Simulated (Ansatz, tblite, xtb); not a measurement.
## C2H7GaO (SMILES CC[O][GaH2]): the dipole moment, rung by rung

C2H7GaO has 11 atoms, charge 0, and is taken as a singlet. SMILES: `CC[O][GaH2]`. The coordinates come from a PBE0-D4/def2-TZVP relaxation. This is one conformer, not always the lowest.

```tsv
atom	x (Å)	y (Å)	z (Å)
C	-0.3500	1.2410	0.1509
C	-0.9531	-0.0894	0.5430
O	-0.2148	-1.2218	0.1685
Ga	1.3303	-1.3874	-0.6994
H	-0.9962	2.0566	0.4856
H	0.6344	1.3840	0.6055
H	-0.2367	1.3254	-0.9336
H	-1.0892	-0.1188	1.6323
H	-1.9550	-0.1773	0.1021
H	2.1103	-0.1266	-1.1891
H	1.7200	-2.8857	-0.8658
```

Each level gives the dipole moment (D). The values are calculated.

```
                             level            kind  program  value (D)   CPU time
                          GFN2-xTB  semi-empirical      xtb       1.59  under 2 s
                          GFN1-xTB  semi-empirical   tblite       1.86  under 2 s
                          GFN0-xTB  semi-empirical      xtb       1.65  under 2 s
                         IPEA1-xTB  semi-empirical   tblite       1.94  under 2 s
                         HF/STO-3G    Hartree–Fock   Ansatz       1.06      1.9 s
                          HF/3-21G    Hartree–Fock   Ansatz       1.66      2.5 s
                       HF/def2-SVP    Hartree–Fock   Ansatz       1.49       10 s
B3LYP/6-31G* (spherical functions)   global hybrid   Ansatz       1.29       16 s
B3LYP/6-31G* (Cartesian functions)   global hybrid   Ansatz       1.29       17 s
                     PBE0/def2-SVP   global hybrid   Ansatz          ?       19 s
```

Question: Estimate the missing values from the other rows.

Answer: As computed at these levels: PBE0/def2-SVP: 1.30 D. All-electron rows without a relativistic Hamiltonian named are non-relativistic. The values span 1.06 to 1.94 D. Sets without polarisation functions give poor dipoles. Without the sets that lack polarisation functions the rows with a basis span only 1.29 to 1.49 D. Times are those of the runs behind each value, whatever else they computed, on shared processors of several kinds: orders of magnitude only.
